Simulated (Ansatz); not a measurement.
Reaction (cleavage of the Ge–Si bond): `N[SiH2][GeH2][OH]` + `NCF` → `[OH][GeH2][NH]CF` + `N[SiH3]`

Computed with Ansatz on PBE0-D4/def2-TZVP structures; ΔE is electronic, products minus reactants. CCSD(T)/CBS is the MP2 limit (def2-TZVPP, def2-QZVPP) plus CCSD(T) − MP2 in def2-TZVPP, frozen cores. This one scheme is used for every species. DFT in def2-TZVPP. B3LYP here is the variant with VWN-RPA as its local correlation; programs differ in this. HSE06 is defined as in plane-wave codes. For Ge outer-core shells are correlated without core-valence functions, which leaves a few kJ/mol of doubt a bond. Scalar relativity is left out up to krypton. One conformer a species, not always the lowest.

**Question.** Is it downhill or uphill in electronic energy at CCSD(T)/CBS, and by how much? (Estimate.)

**Answer.** Ansatz gave: Downhill: ΔE = -11.0 kJ/mol.

**Question.** What do these levels give: LDA (SPW92), ωB97X-V, PBE, revPBE, BLYP, B3LYP, r2SCANh, r2SCAN0, HSE06, CCSD(T)/def2-SVP, HF/CBS(def2), CCSD/CBS(def2)? (Estimate.)

**Answer.** The calculation gave: LDA (SPW92) 2.7, ωB97X-V -10.0, PBE 5.1, revPBE 5.6, BLYP -3.1, B3LYP -5.1, r2SCANh -5.1, r2SCAN0 -5.3, HSE06 2.0, CCSD(T)/def2-SVP -22.3, HF/CBS(def2) -21.7, CCSD/CBS(def2) -10.7 kJ/mol.

Largest T1 diagnostic among the species: 0.012.

Leaving LDA and LC-ωPBE aside and taking each functional with its dispersion term where it has one, the values, not all of them listed here, spread over 16.9 kJ/mol, from B2PLYP to PBE-D4. From BLYP to BHLYP (50 % exact exchange), in def2-TZVPP and without D4, ΔE moves by −7.5 kJ/mol.
